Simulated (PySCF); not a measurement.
Isomers of C7H11ClO. The calculation used PySCF, PBE0-D3(BJ)/def2-SVP geometry optimisation, gas phase. One conformer each; no zero-point energy, no entropy. No frequencies were run at this level. Point groups hold within 0.08 Å.

**Question.** Order them by energy at this level, lowest first, and give relative energies in kJ/mol.
A. `[CH2:1]=[CH:2][CH2:3][C:4]([CH3:5])([CH3:6])[C:7](=[O:8])[Cl:9]` with C1–C2–C3–C4 -113°, C2–C3–C4–C5 -174°, C3–C4–C7–O8 125°
B. `[O:1]=[C:2]([Cl:3])[CH:4]1[CH2:5][CH2:6][CH2:7][CH2:8][CH2:9]1` with O1–C2–C4–C5 127°, C2–C4–C5–C6 -71°, C4–C5–C6–C7 -56°, C5–C6–C7–C8 55°, C6–C7–C8–C9 -54°

**Answer.** B (0.0), A (110.5).

As drawn, the higher has a C=C bond outside aromatic rings and a quaternary carbon, which the lower lacks.

| SMILES | E (Eh) | E rel (kJ/mol) | dipole (D) | point group | A, B, C (MHz) |
| --- | --- | --- | --- | --- | --- |
| O=C(Cl)C1CCCCC1 | -807.88441 | 0.0 | 2.76 | C1 | 2379, 988.4, 842.5 |
| C=CCC(C)(C)C(=O)Cl | -807.84234 | 110.5 | 2.70 | C1 | 1678, 1052, 912.0 |

**Question.** How do the relative energies change in single points at PBE0/pcSseg-1 (no added dispersion term) on the same geometries?

**Answer.** 
| SMILES | PBE0-D3(BJ)/def2-SVP (kJ/mol) | PBE0/pcSseg-1 (kJ/mol) | shift |
| --- | --- | --- | --- |
| O=C(Cl)C1CCCCC1 | 0.0 | 0.0 | 0.0 |
| C=CCC(C)(C)C(=O)Cl | 110.5 | 98.7 | -11.8 |

Each column counts from its own lowest isomer. The order is unchanged; the largest shift is 11.8 kJ/mol.
